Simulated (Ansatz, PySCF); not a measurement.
Dimer: CH4 (SMILES C) (first 5 atoms) with H4OSi (SMILES O[SiH3]); geometry from B3LYP-D3(BJ)/def2-TZVP.
(charge 0, multiplicity 1):
```xyz
11

C      0.19162    -0.02035     0.48587
H     -0.76428    -0.21949     0.96822
H      0.06409    -0.05296    -0.59478
H      0.54676     0.97079     0.76888
H      0.91562    -0.78158     0.77783
O      0.99840     0.22456     3.79928
Si    -0.56626     0.08903     4.31043
H      1.16267     0.19516     2.85328
H     -1.41559     1.18099     3.77247
H     -0.52068     0.16916     5.78369
H     -1.16956    -1.20187     3.89447
```

Counterpoise-corrected where a basis set is named; no monomer relaxation. Rows marked so take none.

Correlated levels freeze the cores. Rows in 6-31G* carry no dispersion term and start afresh at each structure (6-31G* with six Cartesian d functions). MP2/6-31G* freezes PySCF's default core.

Run with Ansatz (a first-principles code) with Gaussian orbitals; PySCF for 6-31G* rows, the dispersion terms. Values without a source in brackets are computed.

**Question.** Predict the interaction energy from B2PLYP-D3(BJ)/def2-TZVPPD.

**Answer.** -1.4 kcal/mol
